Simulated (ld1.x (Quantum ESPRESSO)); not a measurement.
## Fe (Z = 26): one change to an RRKJ potential, before and after

iron (Fe), norm-conserving RRKJ (Kleinman–Bylander form), made with ld1.x (Quantum ESPRESSO) 7.5 (PBEsol, scalar-relativistic). Core [Ar], reference 3d6 4s1.75 4p0 (charge +0.25). Waves: 4p (bound, empty): rc 3.10 bohr; 3d (bound): rc 1.05 bohr; 4s (bound): rc 2.65 bohr. Local part: the s channel. Core correction: Bessel-smoothed model core inside 0.60 bohr.

Change: wave 4s (bound): rc 2.65 bohr becomes 4s (bound): rc 3.90 bohr.

Cutoffs: the cutoffs (Ry, on a coarse ladder) from which the occupation-weighted sum of valence levels, in a spherical-Bessel basis at the reference potential, stays within 10 and 1 mRy of its value at 400 Ry; they do not see the model core or the augmentation charge, which bear on the density cutoff. Errors are all-electron minus pseudo energies relative to the spin-unpolarised reference configuration.

Task: What does the change do?

Result: The potential gets neither clearly harder nor softer (160 Ry and 200 Ry → 160 Ry and 200 Ry); of the 7 tests that both files solve, the error grows in 5 and shrinks in 2 by more than 15 % and 0.3 meV (median size 50.7 → 113.7 meV); neither file shows a bound ghost at the reference potential, the only one tested.

```csv
quantity,base,changed
"cutoff, loose",160 Ry,160 Ry
"cutoff, tight",200 Ry,200 Ry
bound ghosts,none,none
"error for 3d6 4s2 4p0, meV [ΔE -1.53 eV]",-0.1,+0.4
"error for 3d6 4s1 4p0, meV [ΔE 7.21 eV]",-5.1,-10
"error for 3d6 4s0 4p0, meV [ΔE 23.33 eV]",-51,-220
"error for 3d7 4s1 4p0, meV [ΔE -2.34 eV]",-239,-114
"error for 3d5 4s2 4p1, meV [ΔE 7.24 eV]",-497,-282
"error for 3d6 4s1 4p1, meV [ΔE 2.60 eV]",-3.6,-21
"error for 3d4 4s0 4p0, meV [ΔE 110.56 eV]",-2664,-4474
```

Changed file: These tests converged, but a pseudo level misses the all-electron one widely, so the file describes the atom poorly there or has found another state: 3d4 4s0 4p0: empty 4s by 5.5 eV (a node warning on the way).
